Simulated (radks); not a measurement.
All-electron atom: Te XII in [Kr] 4d5 (the NIST ground configuration).

All-electron calculation, non-relativistic Kohn-Sham, LDA (Slater exchange, Perdew-Wang correlation), spin-unpolarised, spherical densities, point nucleus; relativity is left out, which matters for an element this heavy. Program: a radial shooting solver on a logarithmic mesh with Libxc functionals.

Energy parts (eV):
part                       energy
total                 -178747.894
kinetic                178661.928
electron-nucleus      -415905.120
Hartree                 62791.630
exchange-correlation    -4296.332

Orbitals (lengths in bohr, moments of r in powers of bohr; <r^-3> diverges for s and p1/2):
\begin{tabular}{lrrrr}
orbital & occ. & eigenvalue (eV) & <r^-3> & <r> \\ \hline
1s & 2 & -30582.37 & - & 0.02926 \\
2s & 2 & -4764.079 & - & 0.1261 \\
2p & 6 & -4486.418 & 4600 & 0.1074 \\
3s & 2 & -1114.613 & - & 0.3355 \\
3p & 6 & -998.4924 & 858.6 & 0.3257 \\
3d & 10 & -782.5773 & 139.2 & 0.2958 \\
4s & 2 & -348.0644 & - & 0.7618 \\
4p & 6 & -306.2872 & 186.8 & 0.7861 \\
4d & 5 & -233.7004 & 25.61 & 0.8431 \\
\end{tabular}

The highest occupied level is 4d at -233.70 eV. Summed over all electrons, <r^2> = 11.73 bohr^2, which gives a Langevin (diamagnetic) susceptibility term of -9.29 x 10^-6 cm^3/mol. The density falls to 0.001 e/bohr^3 at r = 2.05 bohr. For comparison, the ionisation energy in NIST's Atomic Spectra Database is 245 eV (theoretical). In exact Kohn-Sham theory the highest level is minus the ionisation energy, but local and semilocal functionals leave it too shallow, through self-interaction and a potential that decays too fast; potentials with the right tail come closer.

Beside tabulated values, note that spin-unpolarised runs miss the spin-polarisation part of the exchange energy of open shells.
